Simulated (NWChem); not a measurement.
System: C₂H₄N₂Si; SMILES C(#N)/N=C\[SiH3]

All runs: NWChem. Medium grid unless said otherwise, to which SCAN and Minnesota functionals are sensitive. Structure relaxed at the PBE0/def2-SVP level. Total energies of different functionals are on different scales.

```json
[
 {"level": "PBE/def2-TZVP", "energy (Ha)": "-477.2555", "highest occupied level (eV)": "-6.78", "orbital gap (eV)": "3.01", "dipole (D)": "4.24"},
 {"level": "B3LYP/def2-TZVP", "energy (Ha)": "-477.6569", "highest occupied level (eV)": "-7.90", "orbital gap (eV)": "4.88", "dipole (D)": "4.50"},
 {"level": "Hartree-Fock/def2-TZVP", "energy (Ha)": "-475.9208", "highest occupied level (eV)": "-11.38", "orbital gap (eV)": "12.37", "dipole (D)": "5.23"},
 {"level": "r2SCAN/def2-TZVP", "energy (Ha)": "-477.4957", "highest occupied level (eV)": "-7.06", "orbital gap (eV)": "3.39", "dipole (D)": "4.42"},
 {"level": "PBE0/def2-TZVP", "energy (Ha)": "-477.2822", "highest occupied level (eV)": "-8.13", "orbital gap (eV)": "5.31", "dipole (D)": "4.51"},
 {"level": "PW6B95/def2-TZVP", "energy (Ha)": "-478.1222", "highest occupied level (eV)": "[?]", "orbital gap (eV)": "[?]", "dipole (D)": "4.49"}
]
```

Q: Complete the blanks.

A: 
- PW6B95/def2-TZVP, highest occupied level (eV): -8.23
- PW6B95/def2-TZVP, orbital gap (eV): 5.51
